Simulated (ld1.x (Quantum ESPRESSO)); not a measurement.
**Logarithmic derivatives: Re (Z = 75), PAW**

```json
{
 "Element": "rhenium (Re)",
 "Generator": "ld1.x (Quantum ESPRESSO) 7.5",
 "Type": "PAW",
 "Functional": "PBE",
 "Relativity": "fully relativistic",
 "Frozen core": "[Kr] 4d10 4f14 5s2",
 "Valence charge": "13",
 "Reference configuration": "5p6 5d4 6s0 6p0 (charge +3)",
 "Partial waves": "6s (bound, empty): rcut 2.15, rcutus 2.30 bohr; 6s channel at 1.95 Ry: rcut 2.15, rcutus 2.30 bohr; 5p (bound): rcut 2.00, rcutus 2.30 bohr; 6p (bound, empty): rcut 2.00, rcutus 2.30 bohr; 5d (bound): rcut 1.65, rcutus 2.30 bohr; 5d channel at -0.85 Ry: rcut 1.65, rcutus 2.30 bohr; 5f channel at 0.3 Ry: rcut 1.75, rcutus 1.90 bohr; 5f channel at 0.05 Ry: rcut 1.75, rcutus 1.90 bohr",
 "Local potential": "all-electron potential smoothed inside 1.80 bohr (lloc = -1)",
 "Core correction": "Bessel-smoothed model core inside 1.95 bohr",
 "Augmentation charge": "GAUSS, radius 1.65 bohr"
}
```

Open shells are filled in proportion to 2j + 1 (rel_dist='average').

The phase is arctan(r·u′/u) with u = r·R(r), unwrapped; energies in Ry, scanned from -8 to 5 Ry. A pole is an energy at which the radial function vanishes at the test radius. The pseudo phase is shifted by a multiple of π to meet the all-electron one at the reference energy, and phase errors are pseudo minus all-electron; the curves can meet again beyond the range given. Levels narrower than the energy grid can be missing from the lists of poles.

For each channel, where are the poles, and over which energies does the pseudopotential scatter like the atom?

```json
{"channel": "s", "radius (bohr)": "2.49", "reference energy (Ry)": "-2.16", "poles, all-electron": "0.53", "poles, pseudo": "-6.99, 0.53", "unbroken range about the reference energy with phases within 0.05 rad": "-6.9 to 4.6", "phase error 1 Ry above the reference energy (rad)": "-0.000"}
{"channel": "p1/2", "radius (bohr)": "2.49", "reference energy (Ry)": "-1.66", "poles, all-electron": "-6.14, 1.90", "poles, pseudo": "-6.14, 1.40", "unbroken range about the reference energy with phases within 0.05 rad": "below 1.8", "phase error 1 Ry above the reference energy (rad)": "-0.014"}
{"channel": "p3/2", "radius (bohr)": "2.49", "reference energy (Ry)": "-1.55", "poles, all-electron": "-5.27, 2.64", "poles, pseudo": "-5.28, 1.86", "unbroken range about the reference energy with phases within 0.05 rad": "below 1.7", "phase error 1 Ry above the reference energy (rad)": "-0.023"}
{"channel": "d3/2", "radius (bohr)": "2.49", "reference energy (Ry)": "-2.48", "poles, all-electron": "-1.94", "poles, pseudo": "-1.83, -1.00", "unbroken range about the reference energy with phases within 0.05 rad": "-2.6 to -2.3", "phase error 1 Ry above the reference energy (rad)": "-0.241"}
{"channel": "d5/2", "radius (bohr)": "2.49", "reference energy (Ry)": "-2.40", "poles, all-electron": "-1.81", "poles, pseudo": "-1.70", "unbroken range about the reference energy with phases within 0.05 rad": "-2.6 to -0.3", "phase error 1 Ry above the reference energy (rad)": "+0.026"}
```

The ghost test of this file was not conclusive.

Phases in the d3/2 channel:

```tsv
E (Ry)	all-electron	pseudo
-8.00	1.405	1.422
-7.52	1.397	1.417
-7.04	1.389	1.412
-6.56	1.378	1.405
-6.08	1.366	1.398
-5.60	1.350	1.390
-5.12	1.330	1.379
-4.64	1.302	1.365
-4.16	1.260	1.343
-3.68	1.182	1.305
-3.20	0.978	1.199
-2.72	-0.273	0.148
-2.24	-1.421	-1.341
-1.76	-1.624	-2.615
-1.28	-1.720	-1.878
-0.80	-1.796	-4.936
-0.32	-1.883	-4.959
0.16	-2.009	-4.977
0.64	-2.247	-4.999
1.12	-2.811	-5.024
1.60	-3.710	-5.056
2.08	-4.198	-5.095
2.56	-4.405	-5.145
3.04	-4.513	-5.210
3.52	-4.579	-5.298
4.00	-4.625	-5.421
4.48	-4.660	-5.599
4.96	-4.688	-5.858
```
